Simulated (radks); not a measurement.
The mean radii <r> (bohr) of the occupied orbitals of an atom or ion are listed with their occupations. All-electron calculation, non-relativistic Kohn-Sham, LDA (Slater exchange, Perdew-Wang correlation), spin-unpolarised, spherical densities, point nucleus. Program: a radial shooting solver on a logarithmic mesh with Libxc functionals.

orbital  occ.      <r>
1s          2  0.01942
2s          2  0.08102
2p          6  0.06845
3s          2   0.1921
3p          6   0.1813

Name the element and its charge.

Answer. Z = 78, platinum, charge +60: Pt60+ in [Ar]. The 1s radius gives Z: for a bare nucleus <r> = 1.5/Z, 0.01923 bohr for Z = 78, and screening makes it slightly larger (0.01942 here). The occupations add up to 18, and the charge is Z minus that.
